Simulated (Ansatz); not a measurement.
Species: BeH$_{2}$ (charge +1, doublet). 
Structure (B3LYP-D3(BJ)/def2-TZVP (Ansatz, a quantum-chemistry and plane-wave program) minimum search):
```
Be
H 1 1.4200
H 1 1.4200 2 92.64
```
Charge +1, spin multiplicity 2.

Question: Give the harmonic wavenumbers at B3LYP-D3(BJ)/def2-TZVP (Ansatz, finite differences of forces, unscaled).

Answer: 345, 1455, 1784 cm⁻¹. Zero-point energy 5.1 kcal/mol.

Question: From these and the geometry, give the ideal-gas thermochemistry at 298.15 K and 1 atm (rigid rotor, harmonic oscillator).

Answer: Point group C2v, rotational symmetry number 2. Rotational constants 318.9, 237.7, 136.2 GHz. S(trans) 33.15, S(rot) 12.73, S(vib) 1.21, S(elec, spin only) 1.38, S 48.5 cal/(mol K). H(298) - H(0) 2.60 kcal/mol; G - E(el) -6.7 kcal/mol.
